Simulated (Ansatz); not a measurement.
The first iterations of a band of CH$_{6}$BClOSi (11 atoms, charge 0, multiplicity 1).

The calculation used RKS PBE0-D4/def2-SVP in Ansatz 0.2.0.

```json
{
 "movable images": "5",
 "climbing image": "yes",
 "spring": "0.5 eV/Å²",
 "optimiser": "quadratic models (default)",
 "start path": "IDPP",
 "force threshold": "0.03 eV/Å",
 "iteration limit": "60",
 "end points": "relaxed"
}
```

Initial state:

```xyz
11
Properties=species:S:1:pos:R:3
C -1.026 -1.144 0.724
B 0.305 -0.337 0.786
Cl 1.310 -0.432 2.237
Si 0.993 0.893 -0.668
O 0.025 0.887 -2.039
H -1.813 -0.469 1.113
H -1.320 -1.395 -0.307
H -1.038 -2.043 1.357
H 2.335 0.427 -1.126
H 1.143 2.283 -0.117
H -0.849 1.274 -1.940
```

Final state:

```xyz
11
Properties=species:S:1:pos:R:3
C -1.010 -1.181 0.822
B 0.332 -0.398 0.814
Cl 1.477 -0.580 2.145
Si 0.842 0.926 -0.623
O -0.330 0.818 -1.817
H -1.769 -0.472 1.210
H -1.346 -1.434 -0.195
H -1.022 -2.068 1.472
H 2.207 0.626 -1.172
H 0.911 2.315 -0.055
H -0.227 1.392 -2.582
```

| iteration | highest image above the first end (eV) | largest band force component (eV/Å) |
| --- | --- | --- |
| 1 | 0.046 | 0.355 |
| 2 | 0.021 | 0.284 |

Problem. Does the band converge within its limit, and where does its top end?

Solution. The run converged. It ended after 8 iterations with the highest image 0.006 eV above the first end. The top lies less than 8 meV above the higher end, about what the thresholds resolve: that end is a shoulder or a very shallow well. Another band between the same ends (5 images) ends at a top of the same energy, where a vibrational analysis finds 1 clearly imaginary mode.

Time of the run: 94 s on 2 threads of Intel(R) Xeon(R) Platinum 8488C (Sapphire Rapids), on a shared host, peak memory 0.27 GiB.
